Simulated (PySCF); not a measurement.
C$_{2}$H$_{6}$AlF, charge +1, doublet, geometry from GFN2-xTB (such geometries of metal compounds can be far from the true shape) (a state made from the parent by changing its charge; the spin is typed, not shown lowest). Base run: TPSS/def2-SVP (PySCF).

PySCF was given this input:
```python
from pyscf import gto, scf, dft

mol = gto.Mole()
mol.atom = '''
    Al   -0.067417    0.043178   -0.064645
    C     1.854826   -0.187101   -0.676458
    H     2.105596   -1.249915   -0.638556
    H     2.501818    0.391608   -0.012752
    H     1.873977    0.200062   -1.702762
    C    -0.670872   -0.547591    1.781208
    H    -1.394086   -1.356043    1.630716
    H    -1.163713    0.320572    2.232726
    H     0.197162   -0.876264    2.355430
    F    -1.149785    0.712979   -1.072547
'''
mol.basis = 'def2-svp'
mol.charge = 1
mol.spin = 1
mol.verbose = 4
mol.build()

mf = dft.UKS(mol)
mf.xc = 'tpss'
mf.kernel()
```

Each row names what was changed in the base input (with any setting that the change needs).

| change | ΔE vs base (mEh) | grid points | electrons on the grid |
|---|---|---|---|
| base | 0.000 | 120528 | 38.99999 |
| grids.radi_method = gauss_chebyshev | -0.002 | 117424 | 38.99999 |
| grids.radi_method = mura_knowles | -0.001 | 114184 | 38.99999 |
| grids.becke_scheme = stratmann | 0.020 | 120528 | 38.99997 |
| grids.radi_method = delley | -0.001 | 128832 | 38.99999 |
| grids.level = 0 | 65.388 | 8608 | 38.98458 |
| grids.atom_grid = (50, 194) | -0.064 | 66032 | 39.00010 |
| grids.level = 2 | -0.011 | 78144 | 39.00001 |
| small_rho_cutoff = 0 | 0.000 | 120528 | 38.99999 |
| grids.level = 1 | -0.042 | 36848 | 39.00017 |
| grids.atom_grid = (150, 974) | 0.016 | 809760 | 39.00000 |

Open shells are given as the SCF converged; they aren't shown to be the lowest states, and a large step between rows can be another state.
